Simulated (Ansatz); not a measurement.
```xyz
7

N     0.3049    1.4985    0.0143
Ga   -0.1225   -0.2396   -0.1637
S     0.4818   -1.7789    1.2665
Cl   -1.2306   -0.8109   -1.9046
H    -0.0609    2.2022   -0.6036
H     0.7278    1.8840    0.8404
H    -0.1005   -2.7552    0.5507
```

Total charge 0; spin multiplicity 1.

(1) List the r2SCAN/def2-TZVPP orbital energies in eV (the Gaussian-basis code of Ansatz). (Best estimate.)

## Answers

(1) Computed: Occupied: -10122.98, -2753.07, -2409.40, -1245.12, -1101.56, -1101.48, -1101.44, -385.28, -254.45, -213.83, -192.98, -192.86, -192.84, -157.89, -157.82, -157.71, -148.81, -101.72, -101.56, -101.45, -22.65, -21.83, -21.39, -21.25, -21.18, -20.76, -20.25, -18.76, -12.69, -12.12, -10.51, -9.64, -8.59, -8.31, -7.77, -7.13, -6.57. Lowest empty: -1.31, -0.80, -0.21, 1.16, 1.82, 2.76, 3.15, 3.72.
